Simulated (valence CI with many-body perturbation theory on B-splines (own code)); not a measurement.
**Au47+ in brief**

Method: configuration interaction combined with many-body perturbation theory (CI+MBPT): four valence electrons over a frozen Dirac-Fock core [Ar] 3d10, a basis of 9 s, 9 p, 8 d, 6 f, 3 g, 1 h functions for each j, with the one-electron correlation potential Σ1, the two-electron term Σ2, the three-electron term Σ3, Breit, model QED; selected CI, second order for the rest, scaled by the run's own slope (own B-spline code, finite nucleus).

The last digits are not significant, and no measured levels were compared; by estimate large intervals hold to a few tenths of a per cent, small ones and those within an open d or f shell to about a per cent.

Levels are named by their leading jj configuration (3d3/2^4 stands for four electrons in 3d with j = 3/2), which in mixed levels can hold well under half, so a name can repeat and another be missing.

Rates and lifetimes use the calculated energies. Strong lines usually hold to 10 to 20 %, long lifetimes can be off by a factor of two.

Question: What is the ground level?

Answer: (4s^2 4p1/2^2) J=0, composition 69 % 4s2 4p2 3P + 30 % 4s2 4p2 1S.

Question: Among levels below 4298.6 × 10³ cm⁻¹, which E1 lines absorb most strongly from the ground level?

Answer: to (4s^2 4p1/2 4d3/2) J=1 at 3.840 nm, f = 1.69; to (4s 4p1/2^2 4p3/2) J=1 at 4.824 nm, f = 0.577; to (4s 4p1/2 4p3/2^2) J=1 at 3.155 nm, f = 0.00380.

Question: What are the static dipole polarisabilities of the lowest levels?

Answer: (4s^2 4p1/2^2) J=0 0.0206 bohr³, of which the core gives 0.00150.

Question: Where does the other parity begin?

Answer: At (4s 4p1/2^2 4p3/2) J=2, 1942.8 × 10³ cm⁻¹.

Question: Name the longest-lived excited levels whose lifetime is computed, and their main decay.

Answer: (4s^2 4p1/2 4p3/2) J=2 at 1099.9 × 10³ cm⁻¹ lives 1.67 μs, mostly by E2 to (4s^2 4p1/2^2) J=0; (4s^2 4p3/2 4d5/2) J=4 at 3787.3 × 10³ cm⁻¹ lives 74.9 ns, mostly by M1 to (4s^2 4p1/2 4d5/2) J=3; (4s^2 4p1/2 4p3/2) J=1 at 1061.8 × 10³ cm⁻¹ lives 68.6 ns, mostly by M1 to (4s^2 4p1/2^2) J=0.
